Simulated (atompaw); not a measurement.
boron (B): one change to a PAW (atompaw) potential, before and after

atompaw 4.2.0.5 input, output lines left out:

```
B 5
GGA-PBE scalarrelativistic loggrid 1500 logderivrange -4 5 226
2 2 0 0 0 0
2 0 1
2 1 0
0 0 0
c
v
v
1
1.95 1.75 1.85 1.10
y
-2
n
y
2.6
n
custom rrkj gramschmidtortho besselshape
2 1 troulliermartins
1.60
1.60
1.95
1.95
```

Change: wave 2s (bound): rc 1.60 bohr becomes 2s (bound): rc 1.14 bohr.

Cutoffs: the cutoffs (Ry, on a coarse ladder) from which the occupation-weighted sum of valence levels, in a spherical-Bessel basis at the reference potential, stays within 10 and 1 mRy of its value at 400 Ry; they do not see the model core or the augmentation charge, which bear on the density cutoff.

What does the change do?

The potential gets harder (6 Ry and 8 Ry → 6 Ry and 21 Ry); the range in which the s phases agree narrows (upper end 3.6 → 1.2); neither file shows a bound ghost.

```csv
quantity,base,changed
"cutoff, loose",6 Ry,6 Ry
"cutoff, tight",8 Ry,21 Ry
bound ghosts,none,none
s: phases at 1.95 bohr within 0.05 rad from the reference energy up to (Ry; the scan ends near 5),3.6,1.2
p: phases at 1.95 bohr within 0.05 rad from the reference energy up to (Ry; the scan ends near 5),3.7,3.7
lowest overlap eigenvalue by channel,"s 0.54, p 0.81","s 0.01, p 0.81"
```

Base: The cutoffs count occupied waves only; the empty 2p level needs 15 Ry at the loose tolerance. Changed file: The cutoffs count occupied waves only; the empty 2p level needs 15 Ry at the loose tolerance. The cutoffs see the waves, projectors and local potential, not the compensation charge or the core.
